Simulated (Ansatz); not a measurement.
Reaction (formal hydrolysis of a Ga–C bond): `C[CH](C)[Ga]([OH])[OH]` + H₂O → `[OH][Ga]([OH])[OH]` + `CCC`

Program: Ansatz. Geometries: PBE0-D4/def2-TZVP. ΔE: electronic, gas phase. CCSD(T)/CBS is the MP2 limit (def2-TZVPP, def2-QZVPP) plus CCSD(T) − MP2 in def2-TZVPP, frozen cores. This one scheme is used for every species. Functionals use def2-TZVPP. For Ga outer-core shells are correlated without core-valence functions, which leaves a few kJ/mol of doubt a bond. Scalar relativity is left out up to krypton. One conformer a species, not always the lowest.

```
             level  ΔE (kJ/mol)
           ωB97X-V        -76.1
           ωB97M-V        -71.3
   CCSD/def2-TZVPP        -77.3
SCS-MP2/def2-QZVPP        -75.2
```

What does CCSD(T)/CBS give? (Best estimate.)

The calculation gave: -64.0 kJ/mol. The listed levels differ from it by -12.1, -7.3, -13.3, -11.2 kJ/mol.

Largest T1 diagnostic among the species: 0.014.

The D4 term adds +11.1 kJ/mol with B3LYP and +6.4 kJ/mol with PBE0; it sums over pairs of atoms, weighted by their polarisabilities, and B3LYP, whose exchange is more repulsive, gets the larger term. In def2-TZVPP, CCSD(T) changes the Hartree–Fock value by +28.0 kJ/mol (the triples alone add +3.5 kJ/mol) and MP2 by +28.7 kJ/mol.

B3LYP here is the variant with VWN-RPA as its local correlation; programs differ in this.
